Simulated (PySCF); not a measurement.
Bonds to the group Y in Y-Sn(OCH3)3. Gas-phase values, no solvent. Each species was relaxed from one start; no search for lower structures was made at this level. In the def2 sets, heavy atoms carry core potentials. Strings in code marks are SMILES.

These are PBE-D3(BJ)/def2-SVP // PBE0-D3(BJ)/def2-SVP (PySCF) values and carry that method's errors. Excitations are Tamm–Dancoff values on a coarser integration grid. The basis has no diffuse functions, so Rydberg states are missing or too high.

```csv
species,HOMO–LUMO gap (eV),HOMO (eV),S1 oscillator strength,S1–T1 gap (TDA) (eV)
Y = methyl (`[O]([Sn]([O]C)([O]C)[CH3])C`),4.24,-5.75,0.005,0.30
Y = isopropyl (`[Sn]([O]C)([CH](C)C)([O]C)[O]C`),4.16,-5.68,0.006,0.30
Y = n-butyl (`CCC[CH2][Sn]([O]C)([O]C)[O]C`),4.22,-5.69,0.007,0.31
Y = tert-butyl,4.10,-5.64,0.005,0.34
Y = trifluoromethyl (`C[O][Sn]([O]C)([O]C)[C](F)(F)F`),3.97,-6.20,0.001,0.30
Y = but-3-enyl (`C=CC[CH2][Sn]([O]C)([O]C)[O]C`),4.25,-5.73,0.004,0.26
```
